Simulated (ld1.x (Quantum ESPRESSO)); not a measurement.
## Which change was made? (Si, TM)

Si (Z = 14), norm-conserving Troullier–Martins (Kleinman–Bylander form), made with ld1.x (Quantum ESPRESSO) 7.5 (PBEsol, non-relativistic). Core [Ne], reference 3s1.5 3p2.5. Waves: 3s (bound): rc 1.65 bohr; 3p (bound): rc 2.15 bohr; 3d channel at 0.15 Ry: rc 1.60 bohr. Local part: the d channel. Core correction: none.

Cutoffs, loose and tight: the cutoffs (Ry, on a coarse ladder) from which the occupation-weighted sum of valence levels, in a spherical-Bessel basis at the reference potential, stays within 10 and 1 mRy of its value at 400 Ry. They do not see the model core or the augmentation charge, which bear on the density cutoff. Test errors are all-electron minus pseudo excitation energies from the reference, over the configurations 3s2 3p2; 3s2 3p1; 3s2 3p0; 3s2 3p2.3; 3s1 3p3; 3s1 3p0; 3s0 3p4; variants that change the core or the reference have their own tests. The largest error is taken over the tests solved by every variant that gives reliable tests at all, those not shown here included: 3s0 3p4; 3s1 3p0; 3s1 3p3; 3s2 3p0; 3s2 3p1; 3s2 3p2.

The base gives: outcome: generated; cutoff, loose: 15 Ry; cutoff, tight: 35 Ry; bound ghosts: none; largest test error (meV): +141.

Question: After one change the result is: outcome: generated; cutoff, loose: 50 Ry; cutoff, tight: 100 Ry; bound ghosts: s; largest test error (meV): +37. Which change was it?
A. all radii scaled by about 0.90 (s 1.48, p 1.94, d 1.44 bohr)
B. all radii scaled by about 1.07 (s 1.76, p 2.30, d 1.70 bohr)
C. all radii scaled by about 1.32 (s 2.18, p 2.84, d 2.12 bohr)
D. all radii scaled by about 0.75 (s 1.24, p 1.62, d 1.20 bohr)

Answer: D. The others give: all radii scaled by about 1.32 (s 2.18, p 2.84, d 2.12 bohr) → outcome: generated; cutoff, loose: 10 Ry; cutoff, tight: 30 Ry; bound ghosts: none; largest test error (meV): +84 | all radii scaled by about 0.90 (s 1.48, p 1.94, d 1.44 bohr) → outcome: generated; cutoff, loose: 15 Ry; cutoff, tight: 40 Ry; bound ghosts: none; largest test error (meV): +496 | all radii scaled by about 1.07 (s 1.76, p 2.30, d 1.70 bohr) → outcome: generated; cutoff, loose: 15 Ry; cutoff, tight: 35 Ry; bound ghosts: none; largest test error (meV): +110.
